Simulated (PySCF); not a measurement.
Al(F)(H)(NCO) (CHAlFNO), SMILES O=C=[N][AlH][F].

The structure is a stationary point at B3LYP-D3(BJ)/def2-SVP. One conformer was computed; it need not be the lowest.

Calculation: B3LYP-D3(BJ)/def2-SVP (PySCF).

Frequencies are harmonic and unscaled.

```csv
mode,ν (cm⁻¹),IR (km/mol),Raman (Å⁴/amu),depolarisation,moving atoms (share of kinetic energy)
1,76,0.9,2.1,0.75,"N 38 %, F 28 %, O 28 %"
2,120,0.2,0.6,0.75,"N 62 %, O 20 %, H 9 %"
3,265,33.9,0.3,0.55,"F 35 %, N 33 %, Al 19 %"
4,501,189.1,4.1,0.75,"H 73 %, Al 20 %"
5,571,74.9,13.2,0.26,"Al 46 %, O 23 %, C 11 %, H 8 %"
6,628,32.9,0.2,0.73,"C 71 %, N 14 %, O 14 %"
7,641,37.1,0.1,0.75,"C 71 %, N 15 %, O 14 %"
8,687,179.6,9.2,0.70,H 87 %
9,885,182.8,1.2,0.11,"F 51 %, Al 47 %"
10,1511,41.9,15.0,0.23,"N 57 %, O 40 %"
11,2040,121.6,125.5,0.13,H 96 %
12,2425,1376.7,2.1,0.00,"C 70 %, N 17 %, O 12 %"
```
